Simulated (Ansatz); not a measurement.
Program: Ansatz 0.2.0.

A structure relaxed at PBE0-D4/def2-TZVP, charge 0, multiplicity 1:

Cartesian coordinates in Å:
```
C -1.3764 -0.0053 0.2367
C -0.1398 0.6490 -0.3625
C 1.0001 0.7263 0.6425
Sn 0.5008 -0.4323 -2.1956
O 0.8895 -2.1488 -1.2769
H -1.7126 0.5226 1.1386
H -2.2222 -0.0210 -0.4583
H -1.1850 -1.0424 0.5339
H -0.3974 1.6644 -0.6861
H 1.8786 1.2429 0.2424
H 1.3301 -0.2684 0.9622
H 0.6985 1.2635 1.5511
H 0.7357 -2.1507 -0.3279
```

Problem. Give its formula and SMILES.

Solution. C3H8OSn, `C[CH](C)[Sn][OH]`.

Problem. Point group (tolerance 0.08 Å, 0.16 Å for H)?

Solution. Cs.

Problem. Summarise the bond lengths by kind.

Solution. 2 × C–C 1.522 Å; 7 × C–H 1.095 to 1.098 Å; 1 × C–Sn 2.223 Å; 1 × O–Sn 1.985 Å; 1 × H–O 0.961 Å.
